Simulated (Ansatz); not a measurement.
Steps of a relaxation of CH6OSSi2 (`OC1([SiH3])[SiH2]S1`) with RKS PBE0-D4/def2-TZVP.

```sh
$ ansatz run in.yaml --threads 4 --pin off --events-out ev --progress --plain --max-ram 10444MiB
```

```yaml
crystal:
  periodic: [false, false, false]
  atoms:
    - {symbol: O, position_ang: [0.534375, 1.570382, 0.783589]}
    - {symbol: C, position_ang: [0.008730, 0.446611, 0.175138]}
    - {symbol: Si, position_ang: [0.226533, -1.102680, 1.256366]}
    - {symbol: Si, position_ang: [-0.257775, 0.272903, -1.684616]}
    - {symbol: S, position_ang: [-1.896821, 0.550267, -0.369308]}
    - {symbol: H, position_ang: [0.482795, 2.332041, 0.171451]}
    - {symbol: H, position_ang: [1.676203, -1.267255, 1.628042]}
    - {symbol: H, position_ang: [-0.220616, -2.292134, 0.455983]}
    - {symbol: H, position_ang: [-0.593377, -0.980514, 2.509060]}
    - {symbol: H, position_ang: [0.182202, 1.448249, -2.509042]}
    - {symbol: H, position_ang: [-0.076850, -1.034871, -2.396063]}
basis:
  gaussian: {orbitals: def2-TZVP}
hamiltonian: {xc: pbe0, dispersion: d4}
relax: {f_tol: 0.005, max_steps: 150}
```

Positions (Å) and forces (eV/Å) along the path, 10 of 10 steps:

```xyz
11
step=1 energy=-29760.3055 eV
O     0.534    1.570    0.784   -0.184    0.429   -0.626
C     0.009    0.447    0.175   -0.313   -0.310   -0.268
Si    0.227   -1.103    1.256   -0.060    0.046   -0.024
Si   -0.258    0.273   -1.685   -0.208    0.096    0.510
S    -1.897    0.550   -0.369    0.922   -0.075   -0.201
H     0.483    2.332    0.171    0.041   -0.529    0.475
H     1.676   -1.267    1.628   -0.296    0.055   -0.101
H    -0.221   -2.292    0.456    0.088    0.271    0.149
H    -0.593   -0.981    2.509    0.168   -0.025   -0.267
H     0.182    1.448   -2.509   -0.112   -0.252    0.180
H    -0.077   -1.035   -2.396   -0.045    0.294    0.172
11
step=2 energy=-29760.3555 eV
O     0.530    1.568    0.776    0.004    0.161   -0.183
C     0.021    0.437    0.173   -0.342   -0.155   -0.150
Si    0.221   -1.099    1.251    0.020    0.091   -0.084
Si   -0.250    0.268   -1.670   -0.031    0.033    0.213
S    -1.862    0.544   -0.367    0.352   -0.035    0.007
H     0.468    2.322    0.172    0.018   -0.144    0.148
H     1.661   -1.259    1.608   -0.073   -0.009   -0.004
H    -0.227   -2.269    0.449    0.020    0.061    0.042
H    -0.591   -0.976    2.492    0.041   -0.005   -0.065
H     0.173    1.435   -2.489   -0.011   -0.070    0.043
H    -0.078   -1.028   -2.373    0.002    0.072    0.033
11
step=3 energy=-29760.3646 eV
O     0.530    1.568    0.766    0.036    0.056    0.069
C     0.008    0.437    0.174   -0.161   -0.085   -0.076
Si    0.223   -1.094    1.241    0.007    0.022    0.006
Si   -0.253    0.265   -1.658    0.059   -0.020   -0.037
S    -1.854    0.542   -0.357    0.081    0.012    0.064
H     0.463    2.319    0.168   -0.003    0.038   -0.018
H     1.655   -1.261    1.602    0.015    0.001   -0.004
H    -0.227   -2.258    0.441   -0.007   -0.017   -0.013
H    -0.587   -0.973    2.477   -0.013   -0.007    0.025
H     0.180    1.424   -2.474   -0.002    0.018   -0.007
H    -0.072   -1.026   -2.358   -0.011   -0.017   -0.009
11
step=4 energy=-29760.3664 eV
O     0.527    1.569    0.767    0.059    0.064    0.053
C     0.002    0.437    0.173   -0.089   -0.067   -0.008
Si    0.221   -1.092    1.241    0.025   -0.004    0.006
Si   -0.246    0.263   -1.660    0.029   -0.016   -0.052
S    -1.845    0.544   -0.353   -0.005    0.016    0.007
H     0.459    2.322    0.170   -0.012    0.013   -0.007
H     1.656   -1.260    1.597    0.004    0.001   -0.001
H    -0.230   -2.257    0.440   -0.004   -0.006   -0.003
H    -0.586   -0.976    2.481   -0.004    0.000    0.004
H     0.183    1.424   -2.476    0.000    0.001    0.001
H    -0.076   -1.030   -2.361   -0.006   -0.002   -0.002
11
step=5 energy=-29760.3672 eV
O     0.528    1.570    0.768    0.025    0.017    0.018
C    -0.005    0.437    0.174   -0.007   -0.020    0.005
Si    0.223   -1.092    1.241    0.003   -0.004    0.010
Si   -0.242    0.260   -1.662    0.005    0.001   -0.021
S    -1.841    0.551   -0.355   -0.017    0.014   -0.009
H     0.452    2.325    0.175   -0.016   -0.006   -0.002
H     1.658   -1.259    1.593   -0.001    0.004   -0.004
H    -0.231   -2.257    0.441    0.002    0.000    0.001
H    -0.584   -0.978    2.482    0.005   -0.002   -0.001
H     0.188    1.421   -2.477    0.003   -0.005    0.001
H    -0.080   -1.034   -2.362   -0.003    0.002    0.003
11
step=6 energy=-29760.3676 eV
O     0.529    1.568    0.769    0.003   -0.004   -0.004
C    -0.009    0.437    0.175    0.017    0.003    0.007
Si    0.223   -1.093    1.241   -0.003   -0.002    0.002
Si   -0.240    0.259   -1.663   -0.003    0.005    0.005
S    -1.840    0.559   -0.358   -0.008    0.008   -0.012
H     0.441    2.327    0.181   -0.012   -0.012    0.002
H     1.660   -1.256    1.588    0.000    0.004   -0.003
H    -0.231   -2.258    0.442    0.001    0.002    0.003
H    -0.579   -0.981    2.486    0.005   -0.001   -0.003
H     0.198    1.417   -2.479    0.003   -0.004    0.001
H    -0.086   -1.036   -2.362   -0.002    0.001    0.003
11
step=7 energy=-29760.3678 eV
O     0.529    1.567    0.771    0.004    0.009   -0.012
C    -0.010    0.438    0.176   -0.008   -0.024    0.004
Si    0.224   -1.093    1.240   -0.006    0.004    0.005
Si   -0.235    0.258   -1.663    0.000    0.002   -0.004
S    -1.839    0.572   -0.364    0.004    0.001    0.003
H     0.418    2.330    0.192    0.002    0.004    0.006
H     1.664   -1.256    1.576   -0.003    0.000   -0.002
H    -0.236   -2.258    0.443    0.002   -0.001    0.000
H    -0.570   -0.982    2.489    0.002   -0.002    0.003
H     0.215    1.408   -2.482   -0.002    0.004   -0.003
H    -0.095   -1.042   -2.357    0.005    0.003    0.001
11
step=8 energy=-29760.3679 eV
O     0.531    1.566    0.770   -0.003    0.005   -0.004
C    -0.011    0.436    0.175    0.000   -0.003   -0.002
Si    0.222   -1.093    1.241    0.006    0.001   -0.002
Si   -0.235    0.259   -1.664    0.004    0.002    0.003
S    -1.838    0.573   -0.365   -0.002   -0.005    0.001
H     0.416    2.329    0.192    0.002   -0.001    0.004
H     1.663   -1.257    1.573    0.000   -0.001    0.001
H    -0.239   -2.259    0.446   -0.002    0.001    0.001
H    -0.567   -0.982    2.493   -0.002    0.002   -0.002
H     0.213    1.410   -2.482    0.002    0.000    0.001
H    -0.089   -1.040   -2.358   -0.005    0.000   -0.001
11
step=9 energy=-29760.3679 eV
O     0.530    1.565    0.770    0.001    0.000   -0.002
C    -0.010    0.435    0.174   -0.004   -0.001    0.004
Si    0.223   -1.093    1.242   -0.003   -0.005    0.000
Si   -0.234    0.259   -1.665   -0.004    0.003   -0.005
S    -1.838    0.569   -0.366    0.004   -0.001   -0.001
H     0.415    2.329    0.193    0.000    0.000   -0.001
H     1.664   -1.258    1.572    0.002   -0.001    0.002
H    -0.242   -2.260    0.451    0.002    0.001   -0.002
H    -0.565   -0.977    2.494    0.001    0.002    0.002
H     0.215    1.412   -2.480    0.001    0.002   -0.001
H    -0.090   -1.038   -2.364    0.000    0.000    0.005
11
step=10 energy=-29760.3679 eV
O     0.530    1.566    0.769   -0.001    0.002    0.000
C    -0.011    0.435    0.175    0.003   -0.002    0.001
Si    0.223   -1.093    1.241    0.000    0.001   -0.001
Si   -0.235    0.259   -1.665    0.001   -0.002    0.000
S    -1.838    0.569   -0.366   -0.002    0.002   -0.001
H     0.415    2.329    0.192    0.000    0.000    0.000
H     1.663   -1.258    1.573    0.001    0.000    0.000
H    -0.241   -2.259    0.448    0.000    0.000    0.001
H    -0.566   -0.978    2.494   -0.001   -0.001    0.000
H     0.215    1.412   -2.480   -0.001    0.000    0.000
H    -0.091   -1.039   -2.361    0.000    0.001    0.000
```

It took 75 s on 4 threads of an Arm Neoverse N1 on a shared host, with 0.63 GiB of host memory at the peak.
